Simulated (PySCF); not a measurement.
## Nonlinear optical response: SMILES c1cc(O)sc1Cl, C4H3ClOS

Cartesian coordinates in Å; atom numbers follow the order of the lines, from 1:
```xyz
10

O    -2.128    0.476    0.118
C    -0.792    0.358    0.060
C    -0.099   -0.815   -0.054
C     1.312   -0.614   -0.094
C     1.663    0.701   -0.010
Cl    3.235    1.379   -0.018
S     0.272    1.738    0.121
H    -2.388    1.398    0.207
H    -0.594   -1.785   -0.107
H     2.048   -1.414   -0.181
```

Computed with quadratic response wB97X-D/aug-cc-pVDZ first hyperpolarisability, Taylor convention, gas phase in PySCF 2.14.0. Geometry: PBE0-D3(BJ)/def2-SVP.

(1) What is the first hyperpolarisability, and how does it disperse?

(2) Which lowest excitations, dipole and polarisabilities go with it?

## Answers

(1) In au, Taylor convention; the vector part is βᵢ = ⅓ Σⱼ (βᵢⱼⱼ + βⱼᵢⱼ + βⱼⱼᵢ); β∥ is 3/5 of the vector part along the dipole, the dipole points from − to +:
| process | λ (nm) | β vector norm | β∥ | β HRS | depolarisation ratio |
| --- | --- | --- | --- | --- | --- |
| static β(0;0,0) | ∞ | 104.7 | 62.8 | 49.6 | 3.50 |
| second harmonic β(−2ω;ω,ω) | 1064 | 126.7 | 76.0 | 59.4 | 3.53 |
| Pockels β(−ω;ω,0) | 1064 | 111.0 | 66.6 | – | – |

(2) S1 4.60 eV (f = 0.000); S2 5.02 eV (f = 0.143); S3 5.61 eV (f = 0.002); dipole 1.37 D; isotropic α 82.8 au static, 83.7 au at 1064 nm, 86.9 au at 532 nm.
